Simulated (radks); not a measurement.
Problem. All-electron atom: the bromine ion Br3+ in [Ar] 3d10 4s2 4p2 (the NIST ground configuration). Method: scalar-relativistic Kohn-Sham, AM05, spin-unpolarised, spherical densities, finite nucleus; Fermi nuclear charge, rms radius 4.1629 fm; computed with a radial shooting solver on a logarithmic mesh with Libxc functionals. Some entries of the table are withheld. Estimate them.

| orbital | occ. | eigenvalue (hartree) | <r^2> (bohr^2) | <1/r> (bohr^-1) |
|---|---|---|---|---|
| 1s | 2 | -490.1132 | 0.002466 | 35.62 |
| 2s | 2 | -65.02864 | (1) | 7.888 |
| 2p | 6 | (2) | 0.03355 | (3) |
| 3s | 2 | -10.13444 | 0.3504 | 2.592 |
| 3p | 6 | -7.77529 | 0.3727 | 2.442 |
| 3d | 10 | (4) | 0.4267 | (5) |
| 4s | 2 | -1.99207 | 2.704 | 0.8605 |
| 4p | 2 | -1.46625 | 3.530 | 0.7455 |
| 4d | 0 | -0.76508 | 7.052 | 0.5224 |
| 5s | 0 | -0.70317 | 13.89 | 0.3761 |

Solution. 
(1) 2s <r^2> (bohr^2): 0.04246
(2) 2p eigenvalue (hartree): -57.55948
(3) 2p <1/r> (bohr^-1): 7.724
(4) 3d eigenvalue (hartree): -3.86348
(5) 3d <1/r> (bohr^-1): 2.159
